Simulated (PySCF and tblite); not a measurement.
Molecule: C5H8F2, numbered as in [F:1][C@H:2]1[CH2:3][CH2:4][C@@H:5]([F:6])[CH2:7]1; H are named by their carrier, a and b as at the first point (Å):

```
F1       0.447    1.437    1.560
C2       0.555    1.117    0.222
C3       1.278   -0.221    0.060
C4       0.184   -1.299   -0.014
C5      -1.160   -0.568   -0.140
F6      -1.881   -0.707    1.029
C7      -0.833    0.907   -0.380
H2       1.093    1.956   -0.233
H3a      1.867   -0.203   -0.857
H3b      1.953   -0.380    0.898
H4a      0.163   -1.901    0.893
H4b      0.341   -1.964   -0.862
H5      -1.803   -0.986   -0.922
H7a     -0.808    1.115   -1.448
H7b     -1.572    1.550    0.098
```

The ring 2–3–4–5–7 is held at Altona–Sundaralingam phase angles P (ν_j = ν_max cos(P + 144°(j − 2)), ν_j about the bond from ring atom j to j + 1, counted from 0) and the rest relaxed at GFN2-xTB. Energies: PBE0/pcSseg-1 + D3(BJ). Couplings: B3LYP/6-31G* with H pcJ-1 F pcJ-1, gas phase, for ¹H, ¹⁹F. (tblite 0.8, PySCF 2.14.)

(1) How do the most sensitive couplings change along the phase angle P?

(2) With the energies 0.71, 0.02, 1.61, 0.89, 0.00 kcal/mol at these points, what are the Boltzmann averages at 298 K?

## Answers

(1) 
```
phase angle P °  ³J(F6,H4b)  ³J(F6,H7a)  ³J(F1,H3a)  ³J(F1,H7a)  ³J(F6,H4a)  ³J(F1,H3b)  ³J(F6,H7b)
             72        24.1        32.9        35.0        35.3        36.7        26.6        23.4
            144        -0.8         6.4        35.0        25.2        24.5        18.8        29.6
            216        -0.6        -1.2         7.9        -0.3        25.0        33.9        20.2
            288        26.5         7.4        -1.3        -0.6        30.6        19.0        37.7
            360        36.5        35.3         7.2        23.8        16.0        37.3        22.8
```
Values in Hz. Computed couplings to fluorine can be off by tens of per cent at such levels.

(2) ³J(F6,H4b) 19.1, ³J(F6,H7a) 20.8, ³J(F1,H3a) 20.2, ³J(F1,H7a) 22.9, ³J(F6,H4a) 23.1, ³J(F1,H3b) 27.4, ³J(F6,H7b) 26.7 Hz, over these points alone; points not sampled, such as mirror images that interchange a and b, would even out couplings that symmetry makes equal.
